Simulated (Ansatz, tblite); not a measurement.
Removing and adding an electron: `FC(F)(F)c1ccc(-c2ccc(-c3ccc(C(F)(F)F)nc3)nc2)nc1`. Charge 0, multiplicity 1. Geometry: PBE-D4/def2-SVP. Ansatz, gas phase; energy differences of separate SCF runs; the oxidised species was run as a doublet alone; the reduced species was run as a doublet alone.

Cartesian coordinates in Å:
```
F -2.508 3.473 -6.461
C -3.217 2.604 -5.702
F -4.346 3.244 -5.310
F -3.596 1.574 -6.494
C -2.419 2.124 -4.515
C -1.391 2.904 -3.964
C -0.719 2.432 -2.835
C -1.089 1.185 -2.279
C -0.424 0.624 -1.079
C 0.722 1.188 -0.484
C 1.278 0.595 0.650
C 0.681 -0.567 1.189
C 1.209 -1.252 2.395
C 2.331 -0.800 3.117
C 2.759 -1.507 4.246
C 2.039 -2.653 4.617
C 2.435 -3.476 5.834
F 1.442 -3.504 6.747
F 3.535 -2.960 6.440
F 2.716 -4.750 5.493
N 0.968 -3.106 3.949
C 0.569 -2.425 2.873
N -0.416 -1.115 0.618
C -0.940 -0.546 -0.466
N -2.082 0.442 -2.819
C -2.720 0.895 -3.897
H -1.121 3.867 -4.420
H 0.083 3.036 -2.389
H 1.197 2.086 -0.905
H 2.175 1.035 1.106
H 2.880 0.102 2.810
H 3.629 -1.181 4.830
H -0.311 -2.799 2.326
H -1.832 -1.018 -0.909
H -3.516 0.251 -4.310
```

The xTB rows come from tblite. Single mean-field runs in def2-TZVP are fitted with def2-universal-jkfit. HOMO above LUMO, or a gap near zero within one spin, warns that the state may not be the lowest or that an electron is smeared out.

| level | −HOMO (eV) | vertical IE (eV) | −LUMO (eV) | vertical EA (eV) | HOMO–LUMO gap (eV) | IE − EA (eV) |
| --- | --- | --- | --- | --- | --- | --- |
| GFN1-xTB | 11.92 | 13.95 | 9.46 | 7.52 | 2.47 | 6.43 |
| PBE0-D4/def2-TZVP | 7.14 | 8.43 | 2.74 | 1.56 | 4.40 | 6.87 |

(1) Estimate the rows for GFN2-xTB, PBE-D4/def2-TZVP.

Results:

(1) 
```json
{"level": "GFN2-xTB", "−HOMO (eV)": "10.69", "vertical IE (eV)": "12.85", "−LUMO (eV)": "8.83", "vertical EA (eV)": "6.84", "HOMO–LUMO gap (eV)": "1.86", "IE − EA (eV)": "6.01", "remarks": "–"}
{"level": "PBE-D4/def2-TZVP", "−HOMO (eV)": "6.11", "vertical IE (eV)": "8.15", "−LUMO (eV)": "3.45", "vertical EA (eV)": "1.70", "HOMO–LUMO gap (eV)": "2.66", "IE − EA (eV)": "6.45", "remarks": "HOMO above zero (-1 doublet), gap within one spin near zero (+1 doublet)"}
```

   A HOMO above zero means that the electron is unbound at that level or that self-interaction error raises the level; the energy of removing that electron tells which. Raw xTB energy differences between charge states are shifted by several eV; the methods need an empirical correction for them. Sets without diffuse functions give affinities that are too small.
